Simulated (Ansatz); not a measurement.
Total energies of (LiCl)2 ring (Li2Cl2) from Ansatz at PBE0-D4/def2-TZVP, gas phase (1 Eh = 27.2114 eV = 2625.5 kJ/mol). The reference geometry is relaxed at PBE0-D4/def2-TZVP.

```
                 state   geometry  energy (Eh)
      charge 0 singlet  reference   -935.35401
      charge 1 doublet  reference   -934.97595
free Li atom (doublet)          –     -7.46705
free Cl atom (doublet)          –   -459.99739
```

**Question.** Work out the vertical ionisation energy to the doublet.

**Answer.** E(charge 1 doublet) − E(charge 0 singlet) = -934.97595 − (-935.35401) = 0.37806 Eh = 10.29 eV. For comparison, −ε of the highest occupied level is 8.06 eV at this level, 2.23 eV less.

**Question.** What is the binding energy per atom against free atoms?

**Answer.** Atoms: 2 × (-7.46705) + 2 × (-459.99739) = -934.92888 Eh. Binding: -934.92888 − (-935.35401) = 0.42513 Eh = 11.57 eV, or 2.89 eV for each of 4 atoms (no zero-point energy, no counterpoise term).
